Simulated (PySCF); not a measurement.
Species: C₂H₆BNSi.
Atom-mapped SMILES: `[NH2:1][BH:2][C:3]#[C:4][SiH3:5]` (hydrogens: H6, H7 on N1; H8 on B2; H9, H10, H11 on Si5)

Computed with PySCF 2.14.0, PBE0-D3(BJ)/def2-SVP geometry optimisation, gas phase.

(1) List the bond lengths and angles at this level.

Answers

(1) 
| bond | length (Å) |
| --- | --- |
| N1–B2 | 1.390 |
| B2–C3 | 1.535 |
| C3≡C4 | 1.226 |
| C4–Si5 | 1.830 |
| N1–H6, N1–H7 | 1.012 |
| B2–H8 | 1.209 |
| Si5–H9, Si5–H10, Si5–H11 | 1.493 |

Bonds in one row agree within 0.01 Å and their mean is given. A selection of angles:
| angle | degrees |
| --- | --- |
| B2–N1–H6 | 123.1 |
| H6–N1–H7 | 114.3 |
| N1–B2–C3 | 120.6 |
| N1–B2–H8 | 119.0 |
| C3–B2–H8 | 120.4 |
| B2–C3–C4 | 179.3 |
| C3–C4–Si5 | 179.8 |
| C4–Si5–H9 | 110.0 |
| H9–Si5–H10 | 109.0 |

Si5 (SiH3 silicon) is tetrahedral (angles from 109.0° to 110.0°). N1 (boron-bound nitrogen) is planar (angles 123.1°, 122.6° and 114.3°, sum 360.0°, 0.00 Å off the plane of its three neighbours). The 5 heavy atoms lie in one plane (0.001 Å rms). B2 (three-coordinate boron) is planar (angles 120.6°, 120.4° and 119.0°, sum 360.0°, 0.00 Å off the plane of its three neighbours).

Not checked by PBE0-D3(BJ)/def2-SVP frequencies.

On an Arm Neoverse V2 with one thread, on a shared host, this took 22 s of wall time and 0.41 GiB of memory at its peak. This is the geometry optimisation.

Conformer computed: `[NH2:1][BH:2][C:3]#[C:4][SiH3:5]`: H–N1–B2–C3 0°, H–N1–B2–C3 180°.
